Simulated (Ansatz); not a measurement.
`FBN[CH2][SnH3]` + `F[SiH](F)F` → `F[Si](F)(F)[SnH3]` + `CNBF`  (formal exchange of groups at the Sn–C bond)

Gas-phase electronic energies from Ansatz, PBE0-D4/def2-TZVP geometries. CCSD(T)/CBS is the MP2 limit (def2-TZVPP, def2-QZVPP) plus CCSD(T) − MP2 in def2-TZVPP, frozen cores. This one scheme is used for every species. DFT in def2-TZVPP. B3LYP here is the variant with VWN-RPA as its local correlation; programs differ in this. HSE06 is defined as in plane-wave codes. def2 core potentials past Kr. For Sn outer-core shells are correlated without core-valence functions, which leaves a few kJ/mol of doubt a bond. One conformer a species, not always the lowest.

```tsv
level	ΔE (kJ/mol)	difference from CCSD(T)/CBS
LDA (SPW92)	-51.2	-14.1
PBE-D4	-51.6	-14.5
revPBE-D4	-47.8	-10.7
BLYP-D4	-45.1	-8.0
r2SCAN-D4	-45.6	-8.5
B97M-V	-46.1	-9.0
PBE0-D4	-50.4	-13.3
B3LYP-D4	-45.6	-8.5
r2SCANh-D4	-45.8	-8.7
HSE06-D4	-50.2	-13.1
BHLYP-D4	-45.9	-8.8
ωB97X-V	-45.8	-8.7
ωB97M-V	-44.4	-7.3
B2PLYP	-41.2	-4.1
PBE-QIDH	-42.8	-5.7
PBE	-53.0	-15.9
revPBE	-53.4	-16.3
BLYP	-48.4	-11.3
r2SCAN	-46.1	-9.0
PBE0	-51.6	-14.5
B3LYP	-47.7	-10.6
r2SCANh	-46.4	-9.3
r2SCAN0	-46.7	-9.6
HSE06	-51.3	-14.2
BHLYP	-46.0	-8.9
CAM-B3LYP	-46.4	-9.3
LC-ωPBE	-50.5	-13.4
RPA@PBE/def2-TZVPP	-31.0	6.1
HF/def2-SVP	-50.9	-13.8
MP2/def2-SVP	-36.0	1.1
CCSD/def2-SVP	-42.1	-5.0
HF/def2-TZVPP	-43.0	-5.9
MP2/def2-TZVPP	-29.4	7.7
SCS-MP2/def2-TZVPP	-30.2	6.9
CCSD/def2-TZVPP	-36.0	1.1
CCSD(T)/def2-TZVPP	-34.4	2.7
HF/def2-QZVPP	-42.5	-5.4
MP2/def2-QZVPP	-30.8	6.3
SCS-MP2/def2-QZVPP	-31.6	5.5
MP2/CBS(def2)	-32.1	5.0
CCSD(T)/CBS	-37.1	0
```

Largest T1 diagnostic among the species: 0.013.

At CCSD(T), def2-SVP lies −3.8 kJ/mol from the extrapolated value and def2-TZVPP +2.7 kJ/mol. In def2-TZVPP, CCSD(T) changes the Hartree–Fock value by +8.5 kJ/mol (the triples alone add +1.6 kJ/mol) and MP2 by +13.6 kJ/mol.
